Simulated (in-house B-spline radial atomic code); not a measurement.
Stripping zinc of all its electrons. The total binding energy is the sum of the 30 successive ionisation energies. Configuration: [Ar] 3d10 4s2. All numbers are computed (Dirac-Hartree-Fock, average of configuration; Fermi nucleus of rms radius 3.9283 fm) with a B-spline radial code for spherical atoms, not measured.

Dirac-Coulomb total energy: -1794.6129 hartree. First-order corrections (hartree): Breit 0.7588, self-energy 0.5604, vacuum polarisation -0.0511, recoil 0.0115.

Q: What total binding energy follows, and how does it compare with the sum of NIST's ionisation energies?

A: 48799 eV from the corrected total, against 48841 ± 12 eV from NIST's table (measured, semi-empirical and theoretical entries, uncertainties added in quadrature). The table binds 41.8 eV more, 1.39 eV per electron, the size expected of the correlation energy that Hartree-Fock leaves out.

Q: What share of the binding belongs to the last two electrons?

A: 50 % by NIST's values (24253.9 eV).
